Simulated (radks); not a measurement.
Spherical quantum dot in the effective-mass picture: electrons in a hard-walled sphere of radius 2.27, with a point charge +2 (a donor) at the centre, all in effective atomic units (hartree* = m*/eps^2 hartree, bohr* = eps/m* bohr), one dielectric constant everywhere. Calculated with a radial shooting solver with Libxc functionals: non-relativistic Kohn-Sham, PBE, spin-polarised, spherical densities. Levels are named by radial order and angular momentum (1s, 1p, 1d, 2s, ...), and open shells are averaged over m. Results are scaled to m* = 0.241 and eps = 8.6, for which hartree* = 88.67 meV and bohr* = 1.888 nm. At N = 18 the configuration is 1s2 1p6 1d(up 5, down 4) 2s(up 1, down 0). Does electron 19 go into 1d down or 1f up or 2s down?

Answer. Into 1d down. The total energies of the other choices lie higher by 10.5 meV (2s down), 115 meV (1f up).
